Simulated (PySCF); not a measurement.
## Computed structure and properties of OsO3(H2O)

System: OsO3(H2O) (triplet); start: template (Cs). Method: PySCF 2.14.0, UKS TPSS, Os def2-SVP with ECP60, O def2-SVP, H def2-SVP; non-relativistic Hamiltonian with scalar-relativistic core potentials where named; density fitting; no spin-orbit coupling.

Input of the relaxation:

```python
mol = gto.M(atom='''
Os     0.03003    -0.03003     0.03003
O      0.87593     0.81587     0.87593
O     -0.81587    -0.87593     0.87593
O      0.87593    -0.87593    -0.81587
O     -1.11317     1.11317    -1.11317
H     -1.45377     1.99827    -0.90927
H     -1.45377     0.90927    -1.99827''',
    basis={'Os': 'def2-SVP', 'O': 'def2-SVP', 'H': 'def2-SVP'},
    ecp={'Os': 'def2-SVP'},
    charge=0, spin=2)
mf = dft.UKS(mol, xc='TPSS')
mf.grids.atom_grid = (50, 194)
mf = mf.density_fit()  # fitting sets: Os def2-universal-JKFIT, O def2-universal-JKFIT, H def2-universal-JKFIT
mf.conv_tol = 1e-08; mf.max_cycle = 55
mf.kernel(dm0)  # dm0: converged density of the start geometry
# quasi-Newton relaxation in Cartesian coordinates to a largest gradient under 0.00045 Eh/bohr, steps kept in the point group
```

Run from Python with OMP_NUM_THREADS=2; the lines above give its settings. Where DIIS fails, smearing, a level shift and second-order steps follow.
It took 2.7 min on 2 threads of Arm Neoverse V2 (shared host), from the converged density of the start.

Course of the relaxation:

```csv
step,energy above end (eV),largest force component within the symmetry (eV/Å)
0,11.8784,18.898
1,1.9191,2.490
2,1.1769,2.538
3,0.3623,2.046
4,0.2515,1.384
5,0.1744,1.572
6,0.1654,2.063
7,0.0934,0.257
18,0.0019,0.057
19,0.0007,0.053
20,0.0004,0.035
21,0.0002,0.029
22,0.0001,0.018
23,0.0000,0.005
```
(The steps between are left out.)

Relaxed geometry (Cs):

```xyz
7

Os   -0.1168   -0.2248    0.2248
O     0.7213    1.1806    0.8759
O    -0.7741   -1.3482    1.3482
O     0.7213   -0.8759   -1.1806
O    -0.8555    1.3212   -1.3212
H    -1.3755    2.0579   -0.9439
H    -1.3755    0.9439   -2.0579
```

```json
{"contact": "Os1–O2 (O)", "Å": "1.761"}
{"contact": "Os1–O3 (O)", "Å": "1.719"}
{"contact": "Os1–O4 (O)", "Å": "1.761"}
{"contact": "Os1–O5 (H2O)", "Å": "2.308"}
```

On the finer grid (75, 302):

```
HOMO                                                          : -4.92 eV
LUMO                                                          : -4.63 eV
Dipole about the centre of mass                               : 6.04 D
Spin squared                                                  : 2.012
Set of Mulliken populations of Os1 outside the core potential : s 2.61, p 6.44, d 5.97, f 0.13
D3(BJ) dispersion energy (not in the energies)                : -0.177 eV
```

```json
{"atom": "Os1", "Mulliken (e)": "0.85", "Löwdin (e)": "0.14", "spin (e)": "1.21"}
{"atom": "O2", "Mulliken (e)": "-0.37", "Löwdin (e)": "-0.16", "spin (e)": "0.39"}
{"atom": "O3", "Mulliken (e)": "-0.35", "Löwdin (e)": "-0.12", "spin (e)": "-0.05"}
{"atom": "O4", "Mulliken (e)": "-0.37", "Löwdin (e)": "-0.16", "spin (e)": "0.39"}
{"atom": "O5", "Mulliken (e)": "-0.20", "Löwdin (e)": "0.06", "spin (e)": "0.05"}
{"atom": "H6", "Mulliken (e)": "0.22", "Löwdin (e)": "0.13", "spin (e)": "0.01"}
{"atom": "H7", "Mulliken (e)": "0.22", "Löwdin (e)": "0.13", "spin (e)": "0.01"}
```

Another spin state tried lies lower.

No frequency check is given for this geometry.

Rigid scan of O along the line from its metal:

| distance to O2 (Å) | energy (eV) |
| --- | --- |
| 1.46 | 3.221 |
| 1.56 | 1.177 |
| 1.66 | 0.243 |
| 1.76 | 0.000 |
| 1.86 | 0.170 |
| 1.96 | 0.571 |
| 2.06 | 1.079 |
| 2.21 | 1.886 |

Taking off one H2O (charge 0, singlet; the rest: triplet) in vacuum, both parts rigid, costs 0.97 eV; the small basis without counterpoise inflates it.

Rigid scan of H2O along the line from its metal:

| distance to O5 (Å) | energy (eV) |
| --- | --- |
| 2.01 | 0.364 |
| 2.11 | 0.131 |
| 2.21 | 0.027 |
| 2.31 | 0.000 |
| 2.41 | 0.019 |
| 2.51 | 0.064 |
| 2.71 | 0.187 |
| 3.01 | 0.380 |
| 3.41 | 0.577 |
| 3.91 | 0.734 |

One start shape was tried, so this needn't be the lowest isomer.

Open shells may have lower solutions than the one found.
